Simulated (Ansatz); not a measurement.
Ansatz (a program for electronic structure) input file for Bi(H)(SiH3)2 (BiH₇Si₂), SMILES [BiH]([SiH3])[SiH3], PBE/def2-SVPD. The structure is a stationary point at PBE0-D3(BJ)/def2-SVP. The structure was generated by enumeration; whether it is a known compound was not checked. The def2 effective core potentials stand for the cores of Bi; spin–orbit coupling is left out.

Ansatz 0.2 input:
```yaml
crystal:
  periodic: [false, false, false]
  atoms:
    - {symbol: Bi, position_ang: [0.02082755, 0.57281665, -0.00000000]}
    - {symbol: H, position_ang: [-1.77654139, 0.56997840, 0.00000000]}
    - {symbol: Si, position_ang: [-0.00148222, -1.35044370, -1.85126137]}
    - {symbol: H, position_ang: [-1.01262151, -2.40820987, -1.54794543]}
    - {symbol: H, position_ang: [1.35496928, -1.97973649, -1.89814714]}
    - {symbol: H, position_ang: [-0.29766911, -0.76272212, -3.19408685]}
    - {symbol: Si, position_ang: [-0.00148222, -1.35044368, 1.85126139]}
    - {symbol: H, position_ang: [-1.01262151, -2.40820986, 1.54794546]}
    - {symbol: H, position_ang: [-0.29766912, -0.76272207, 3.19408687]}
    - {symbol: H, position_ang: [1.35496928, -1.97973647, 1.89814717]}
basis:
  gaussian:
    orbitals: def2-SVPD
hamiltonian:
  xc: {name: PBE}
```

Log of the run:

```
WARN ansatz: RAYON_NUM_THREADS=1 ignored (pool sized by the plan → 1); use --threads N
Functional definition: PBE
integrals: 0.07 GiB planned
1232 factors; their error is unknown
mean field: 0.45 GiB planned
mean field evaluation 1: about -21695.0726 eV, gradient 1.9e1 eV
mean field evaluation 2: about -21694.1606 eV, gradient 2.4e1 eV
mean field evaluation 4: about -21696.8001 eV, gradient 7.2e-1 eV
mean field evaluation 8: about -21696.8036 eV, gradient 2.9e-2 eV
mean field evaluation 16: about -21696.7834 eV, gradient 2.0e-5 eV
mean field -21696.78339130 eV, -797.3420830222 hartree, gradient 2.0e-5 eV, S^2 0.000000; 0 other end points of the search recorded, 0 dependent functions left out
reference -21696.78344176 eV, -797.3420848766 hartree; 29, 29 occupied and 107, 107 virtual orbitals, 1232 factors
Total energy: -21696.78344176 eV, -797.3420848766 hartree
```

Self-consistency was reached.
